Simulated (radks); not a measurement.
Species: Ga11+. Configuration: [Ar] 3d2. Calculated with a radial shooting solver on a logarithmic mesh with Libxc functionals: non-relativistic Kohn-Sham, LDA (Slater exchange, Perdew-Wang correlation), spin-unpolarised, spherical densities, point nucleus. Some entries of the table are withheld. Estimate them.

| orbital | occ. | eigenvalue (hartree) | <r> (bohr) | <r^2> (bohr^2) |
|---|---|---|---|---|
| 1s | 2 | -381.8793 | 0.04951 | 0.003284 |
| 2s | 2 | -57.11717 | 0.2213 | 0.05764 |
| 2p | 6 | -52.01590 | 0.1919 | 0.04502 |
| 3s | 2 | -15.51218 | (1) | 0.4158 |
| 3p | 6 | -13.81983 | 0.5999 | 0.4162 |
| 3d | 2 | (2) | 0.5685 | 0.3816 |
| 4s | 0 | -6.65068 | 1.284 | 1.851 |
| 4p | 0 | -6.05239 | 1.326 | 1.985 |

Answer. 
(1) 3s <r> (bohr): 0.6039
(2) 3d eigenvalue (hartree): -10.98043
